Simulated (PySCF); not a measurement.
One of the candidates below gave these computed data.

All candidates are C4H9BO3.

| technique | computed result |
| --- | --- |
| UV, first state | lowest singlet excitation: 7.51 eV (165 nm, f = 0.004) [TDDFT CAM-B3LYP/def2-SVPD] |
| Polarisability | 69.8 au [CAM-B3LYP/def2-SVPD] |
| Valence photoelectron | vertical ionisation energy: 10.19 eV [ΔSCF CAM-B3LYP/def2-SVPD] |
| Rotational structure | rotational constants A, B, C: 4.377, 1.517, 1.184 GHz [PBE0-D3(BJ)/def2-SVP] |
| 13C NMR | chemical shifts (computed TMS as zero) by class: 65.2 (2 C), 51.0 (1 C), 31.0 (1 C) ppm [GIAO KT3/pcSseg-1] |
| NMR, other nuclei | isotropic shieldings of nuclei other than C and H, by class: 88 (1 B), 241 (2 O), 261 (1 O) ppm [GIAO KT3/pcSseg-1] |
| Couplings | largest of the computed one-bond spin–spin couplings (means over like bonds): 13C–1H +150.0 (×4), 13C–1H +147.4 (×3), 13C–1H +133.4 (×2), 13C–13C +35.6 (×2), 17O–11B -29.0, 17O–11B -19.3 (×2), 17O–13C +18.0 (×2), 17O–13C +16.4 Hz [B3LYP/pcJ-1, spin–dipole term left out for some pairs] |

Electronic properties: PySCF, gas phase, density fitting. Levels stand in brackets. One conformer (not necessarily the lowest) at the PBE0-D3(BJ)/def2-SVP geometry, without solvent, vibrations or thermal averaging. NMR classes are plain means over equivalent atoms (diastereotopic ones count apart unless rotation or inversion swaps them), as if these changed places fast.

Question: Which candidate is it?
A. `CO[C@H]1CCOBO1`
B. `COB1OCCCO1`
C. `COB(O)OC1CC1`

Answer: B. It is `COB1OCCCO1`. Numbering: `[CH3:1][O:2][B:3]1[O:4][CH2:5][CH2:6][CH2:7][O:8]1`. 4 carbons fall into 3 classes; from least to most shielded: ring sp3 carbon bound to oxygen [C5/C7] (65.2 ppm, 2 C), methoxy carbon [C1] (51.0 ppm), ring CH2 carbon [C6] (31.0 ppm). The other shieldings belong to: 88 ppm, three-coordinate boron [B3]; 241 ppm, boron-bound oxygen [O4/O8]; 261 ppm, boron-bound oxygen [O2]. The couplings run between: +150.0 Hz, sp3 carbon bound to oxygen [C5] and its hydrogen (with 3 like pairs); +147.4 Hz, methoxy carbon [C1] and its hydrogen (with 2 like pairs); +133.4 Hz, ring CH2 carbon [C6] and its hydrogen (with 1 like pair); +35.6 Hz, sp3 carbon bound to oxygen [C5] and ring CH2 carbon [C6] (with 1 like pair); -29.0 Hz, boron-bound oxygen [O2] and three-coordinate boron [B3]; -19.3 Hz, boron-bound oxygen [O4] and three-coordinate boron [B3] (with 1 like pair); +18.0 Hz, boron-bound oxygen [O4] and sp3 carbon bound to oxygen [C5] (with 1 like pair); +16.4 Hz, boron-bound oxygen [O2] and methoxy carbon [C1]. The first electron is taken from the HOMO, whose largest Löwdin shares are 0.40 on a boron-bound oxygen, 0.19 on a boron-bound oxygen, 0.10 on the methoxy carbon and 0.05 on an sp3 carbon bound to oxygen. The optimised geometry has point group C1 and is an asymmetric top.

The others, at the same levels:
- `COB(O)OC1CC1` fails: its computed 13C shifts are 51.6 (1 C), 51.5 (1 C), 7.1 (2 C) ppm, lowest singlet excitation is 6.99 eV (177 nm, f = 0.002) (against 7.51 eV) and vertical ionisation energy is 9.60 eV (against 10.19 eV).
- `CO[C@H]1CCOBO1` fails: it has 4 carbon classes against 3; its computed 13C shifts are 94.2 (1 C), 58.8 (1 C), 55.3 (1 C), 35.2 (1 C) ppm, lowest singlet excitation is 7.81 eV (159 nm, f = 0.017) (against 7.51 eV) and vertical ionisation energy is 10.45 eV (against 10.19 eV).

Each candidate is one conformer, not necessarily the lowest. The conformers computed, where there is a choice (atom-mapped SMILES and torsion angles):
- `[CH3:1][O:2][B:3]([OH:4])[O:5][CH:6]1[CH2:7][CH2:8]1`: C1–O2–B3–O4 -1°, O2–B3–O5–C6 0°, B3–O5–C6–C7 -37°, H–O4–B3–O2 179°

The conformers of `COB1OCCCO1` and `CO[C@H]1CCOBO1` aren't listed.
